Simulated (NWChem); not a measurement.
Species: CuI; SMILES [Cu][I]

Program: NWChem. All runs use the structure optimised with PBE0/def2-SVP. def2 effective core potentials on I; no spin-orbit coupling. Level: PBE0/def2-SVPD; the question gives the wavelength of the field.

What does the run give for field static? Quantities: isotropic polarisability (bohr³); anisotropy (bohr³).


```
Item                              Result
--------------------------------  ------
isotropic polarisability (bohr³)    61.0
anisotropy (bohr³)                  25.8
```
